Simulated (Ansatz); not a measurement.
Compare A (`SC1OC[SiH2]1`) with its isomer B (`[SiH3]SC1CO1`).

Gas-phase electronic energies from Ansatz, PBE0-D4/def2-TZVP geometries. CCSD(T)/CBS is the MP2 limit (def2-TZVPP, def2-QZVPP) plus CCSD(T) − MP2 in def2-TZVPP, frozen cores. DFT in def2-TZVPP. B3LYP here is the variant with VWN-RPA as its local correlation; programs differ in this. Each species was taken in one conformer, which may not be the lowest.

Which is lower in electronic energy at CCSD(T)/CBS, and by how much? (An estimate is asked.)

The calculation gave: B, by 9.6 kcal/mol.

Give E(B) − E(A) in kcal/mol with MP2/def2-TZVPP, CCSD/def2-TZVPP, PBE0-D4, B3LYP-D4, PBE-D4, B2PLYP, CCSD(T)/def2-TZVPP. (An estimate is asked.)

Ansatz gave: MP2/def2-TZVPP -11.4, CCSD/def2-TZVPP -10.1, PBE0-D4 -10.6, B3LYP-D4 -9.9, PBE-D4 -10.4, B2PLYP -10.6, CCSD(T)/def2-TZVPP -10.0. None reverses the order clearly.

Largest T1 diagnostic: 0.013.

In def2-TZVPP, CCSD(T) changes the Hartree–Fock value by +3.0 kcal/mol (the triples alone add +0.2 kcal/mol) and MP2 by +1.6 kcal/mol. The D4 term adds +0.7 kcal/mol with B3LYP and +0.4 kcal/mol with PBE0; it sums over pairs of atoms, weighted by their polarisabilities, and B3LYP, whose exchange is more repulsive, gets the larger term.
